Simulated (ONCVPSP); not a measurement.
# gallium (Ga) ONCV: all-electron and pseudo phase curves

```
Element                 : gallium (Ga)
Generator               : ONCVPSP 4.0.1
Type                    : optimised norm-conserving Vanderbilt (ONCV)
Functional              : revPBE
Relativity              : scalar-relativistic
Frozen core             : [Ar] 3d10
Valence charge          : 3
Reference configuration : 4s2 4p1
Partial waves           : 4s: rc 2.00 bohr, ncon 4, nbas 7, qcut 3.5 1/bohr, 2 projectors, debl 0.9 Ha; 4p: rc 2.30 bohr, ncon 4, nbas 8, qcut 4 1/bohr, 2 projectors, debl 1.2 Ha; d scattering state at 0.03 Ha: rc 2.35 bohr, ncon 4, nbas 9, qcut 3.9 1/bohr, 2 projectors, debl 0.3 Ha
Local potential         : polynomial inside 1.60 bohr (lpopt 5, dvloc0 6 Ha)
Core correction         : Teter function, fcfact 1.75, rcfact 1.25
```

The phase is arctan(r·R′/R) of the radial function R(r), unwrapped; energies in Ha, scanned from -2 to 5 Ha. A pole is an energy at which the radial function vanishes at the test radius. The pseudo phase is shifted by a multiple of π to meet the all-electron one at the reference energy, and phase errors are pseudo minus all-electron; the curves can meet again beyond the range given. Levels narrower than the energy grid can be missing from the lists of poles.

For each channel, where are the poles, and over which energies does the pseudopotential scatter like the atom?

| channel | radius (bohr) | reference energy (Ha) | poles, all-electron | poles, pseudo | unbroken range about the reference energy with phases within 0.05 rad | phase error 1 Ha above the reference energy (rad) |
| --- | --- | --- | --- | --- | --- | --- |
| s | 2.03 | -0.33 | 1.25 | 1.25 | below 3.2 | -0.000 |
| p | 2.33 | -0.09 | 1.19 | 1.19 | the whole range | -0.000 |
| d | 2.39 | 0.03 | -0.67, 2.17 | -0.45, 2.72 | -0.4 to 2.0 | +0.017 |

Note: ghosts flagged at negative energy: d at -12.6 eV; GHOST(+) flagged for p at 389.8 eV. A true bound ghost makes a file unfit for plane-wave use.

Phases in the p channel:

```tsv
E (Ha)	all-electron	pseudo
-1.98	1.264	1.263
-1.62	1.210	1.210
-1.26	1.124	1.123
-0.90	0.958	0.958
-0.54	0.547	0.547
-0.18	-0.433	-0.433
0.18	-1.116	-1.116
0.54	-1.372	-1.372
0.90	-1.499	-1.499
1.26	-1.585	-1.585
1.62	-1.659	-1.659
1.98	-1.744	-1.744
2.34	-1.871	-1.871
2.70	-2.154	-2.151
3.06	-3.094	-3.074
3.42	-4.092	-4.077
3.78	-4.389	-4.379
4.14	-4.510	-4.501
4.50	-4.577	-4.569
4.86	-4.621	-4.613
```
